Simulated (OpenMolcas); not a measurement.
F+: thermal populations, the spin-orbit constant, Slater's ratio, worked from levels

```
Program             : OpenMolcas
Basis               : ANO-RCC-VTZP [4s3p2d1f]
Scalar Hamiltonian  : DKH3, point nucleus
Active space        : 4 electrons in 3 orbitals (2p)
State averaging     : 2S+1 = 3 even, 3 roots; 2S+1 = 1 even, 6 roots
Spin-orbit coupling : state interaction with AMFI integrals over the reference wave functions, term energies averaged over their components
```

Methods: CASSCF; SS-CASPT2, IPEA 0.25 Eh, imaginary shift 0.1 Eh (closed shells correlated: 1s 2s). Measured levels: NIST Handbook of Basic Atomic Spectroscopic Data.

**Thermal populations.** Z = Σ (2J + 1) exp(-E/kT) with k = 0.695035 cm-1/K, over the levels below. No other level of either list lies under 90000 cm-1, which is above 7 kT at each temperature.

```
      Level  2J + 1  SS-CASPT2  measured
2s2 2p4 3P2       5        0.0       0.0
2s2 2p4 3P1       3        323       341
2s2 2p4 3P0       1        479       490
2s2 2p4 1D2       5      21040     20873
2s2 2p4 1S0       1      47390     44918
```

| T (K) | Z, SS-CASPT2 | Z, measured levels | Ground level (%), SS-CASPT2 | Ground level (%), measured levels |
| --- | --- | --- | --- | --- |
| 5000 | 8.617 | 8.600 | 58.0 | 58.1 |
| 8000 | 8.862 | 8.855 | 56.4 | 56.5 |
| 12000 | 9.235 | 9.237 | 54.1 | 54.1 |

At 12000 K, kT = 8340 cm-1, and the computed levels give Z = 5.000 + 2.886 + 0.944 + 0.401 + 0.003 = 9.235.

**The spin-orbit constant.** For the Hund term 3P of p4, E(J) = (A/2) J(J+1) + constant and ζ = -2S·A = -2A. From J = 0 to J = 2 the energy changes by 3 A.

```
   Source  E(2) - E(0)       A    ζ
   CASSCF       -479.6  -159.9  320
SS-CASPT2       -479.1  -159.7  319
 measured       -489.7  -163.2  326
```

All in cm-1. SS-CASPT2 is off by -2.2 % and CASSCF by -2.1 %. Both methods take the spin-orbit matrix elements from the reference wave functions, so the second can move ζ only through the term energies and any multistate remixing. Second-order mixing with other terms is absorbed into this ζ.

**Slater's ratio.** With one set of orbitals, p4 has 1D - 3P = 6 F2 and 1S - 1D = 9 F2 (F2 = F²/25), a ratio of 3/2. Term energies are centres of gravity, weighted by 2J + 1.

```csv
Source,1D - 3P,1S - 3P,F2 from the first,Ratio
CASSCF,22567,56203,3761,1.490
SS-CASPT2,20879,47227,3480,1.262
measured,20705,44750,3451,1.161
```

Energies in cm-1. A ratio away from 3/2 shows effects beyond one configuration with one set of orbitals, and in heavier atoms second-order spin-orbit shifts.

CASPT2 breaks the degeneracy within a term, and the mean is taken; among the terms shown or strongly mixed into the levels shown the widest spread is 73 cm-1 (2s2 2p4 1D, SS-CASPT2). With the s shell closed, the reference lacks s² → p² mixing. Without dynamic correlation excited terms often stand tens of per cent too high (terms of higher spin than the ground term too low), and those without a measured partner can miss by more than the paired ones (holds for CASSCF). Measured partners are found by configuration, term and J. A level has none where our copy of the source lacks it or the pairing is in doubt (some pairs that miss far off the trend of their configuration count as doubtful), and it then counts in no deviation. Only configurations of the active space appear.
